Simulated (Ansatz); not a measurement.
Start from `BC(C)F` and change one element to get `C[CH](F)[InH2]`.

Ansatz, PBE0-D4/def2-TZVP geometries, multiplicity 1. 

Elements past krypton have def2 core potentials.

```csv
property,`BC(C)F`
LUMO energy (PBE0/def2-TZVPP) / eV,-1.71
HOMO energy (PBE/def2-TZVPP) / eV,-7.09
HOMO–LUMO gap (PBE0/def2-TZVPP) / eV,6.95
size of the dipole moment (ωB97M-V/def2-TZVPP) / D,1.82
zero-point energy (PBE0-D4/def2-TZVP) / kJ/mol,203.7
HOMO energy (B3LYP/def2-TZVPP) / eV,-8.46
```

(1) Give the same properties after the change, and the shifts. (Estimate.)

Results:

(1) Ansatz gave: 
| property | `C[CH](F)[InH2]` | shift |
| --- | --- | --- |
| LUMO energy (PBE0/def2-TZVPP) / eV | -1.79 | -0.08 |
| HOMO energy (PBE/def2-TZVPP) / eV | -5.83 | 1.26 |
| HOMO–LUMO gap (PBE0/def2-TZVPP) / eV | 5.24 | -1.71 |
| size of the dipole moment (ωB97M-V/def2-TZVPP) / D | 1.77 | -0.05 |
| zero-point energy (PBE0-D4/def2-TZVP) / kJ/mol | 178.9 | -24.8 |
| HOMO energy (B3LYP/def2-TZVPP) / eV | -6.87 | 1.59 |

With PBE0 the HOMO rises by 1.62 eV and the LUMO falls by 0.08 eV, so the gap narrows by about 1.70 eV. PBE moves the HOMO by 1.26 eV and ωB97M-V by 1.82 eV. Dipoles are sizes alone; their direction can turn.

B3LYP here is the variant with VWN-RPA as its local correlation; programs differ in this.
